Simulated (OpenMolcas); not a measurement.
## Ge⁺: the spin-orbit constant, thermal populations, worked from levels

| Property | Result |
| --- | --- |
| Program | OpenMolcas 26.06 |
| Basis | ANO-RCC-VTZP [6s5p3d1f] |
| Scalar Hamiltonian | DKH2, point nucleus |
| Active space | 3 electrons in 9 orbitals (RAS2 4s 4p; RAS3 4d, at most 2 electrons) |
| State averaging | 2S+1 = 4 odd, 1 root (0 in the spin-orbit step); 2S+1 = 2 odd, 3 roots; 2S+1 = 4 even, 3 roots; 2S+1 = 2 even, 9 roots |
| Spin-orbit coupling | state interaction with AMFI integrals over the reference wave functions, term energies averaged over their components |

Methods: RASSCF; SS-RASPT2, IPEA 0.25 Eh, imaginary shift 0.1 Eh (closed shells correlated: 3d). Measured levels: NIST Handbook of Basic Atomic Spectroscopic Data.

**The spin-orbit constant.** For the Hund term ²P° of p1, E(J) = (A/2) J(J+1) + constant and ζ = 2S·A = A. From J = 1/2 to J = 3/2 the energy changes by 1.5 A.

| Source | E(3/2) - E(1/2) | A | ζ |
| --- | --- | --- | --- |
| RASSCF | 1610.1 | 1073.4 | 1073 |
| SS-RASPT2 | 1610.1 | 1073.4 | 1073 |
| measured | 1767.4 | 1178.3 | 1178 |

All in cm-1. SS-RASPT2 is off by -8.9 % and RASSCF by -8.9 %. Both methods take the spin-orbit matrix elements from the reference wave functions, so the second can move ζ only through the term energies and any multistate remixing.

**Thermal populations.** Z = Σ (2J + 1) exp(-E/kT) with k = 0.695035 cm-1/K, over the levels below. No other level of either list lies under 62400 cm-1, which is above 7 kT at each temperature.

| Level | 2J + 1 | SS-RASPT2 | measured |
| --- | --- | --- | --- |
| 4s² 4p ²P°_1/2 | 2 | 0.0 | 0.0 |
| 4s² 4p ²P°_3/2 | 4 | 1610 | 1767 |
| 4s 4p² ⁴P_1/2 | 2 | 50013 | 51576 |
| 4s 4p² ⁴P_3/2 | 4 | 50602 | 52291 |
| 4s 4p² ⁴P_5/2 | 6 | 51507 | 53367 |

```json
{"T (K)": "5000", "Z, SS-RASPT2": "4.517", "Z, measured levels": "4.406", "Ground level (%), SS-RASPT2": "44.3", "Ground level (%), measured levels": "45.4"}
{"T (K)": "8000", "Z, SS-RASPT2": "4.996", "Z, measured levels": "4.912", "Ground level (%), SS-RASPT2": "40.0", "Ground level (%), measured levels": "40.7"}
{"T (K)": "12000", "Z, SS-RASPT2": "5.325", "Z, measured levels": "5.258", "Ground level (%), SS-RASPT2": "37.6", "Ground level (%), measured levels": "38.0"}
```

At 12000 K, kT = 8340 cm-1, and the computed levels give Z = 2.000 + 3.298 + 0.005 + 0.009 + 0.012 = 5.325.

Some high roots are left out of the spin-orbit mixing, which shifts the levels that they would mix with. Active for correlation alone: 4d; no level in the range computed is led by a configuration that fills it, so any true level of that kind is missing. Without dynamic correlation excited terms often stand tens of per cent too high (terms of higher spin than the ground term too low), and those without a measured partner can miss by more than the paired ones (holds for RASSCF). Computed and measured levels are paired by configuration, term and J; levels that our copy of the source lacks, or whose pairing is in doubt (as where it misses far off the trend of its configuration), stay unpaired and out of the deviations. Only configurations of the active space appear.

° marks odd parity.
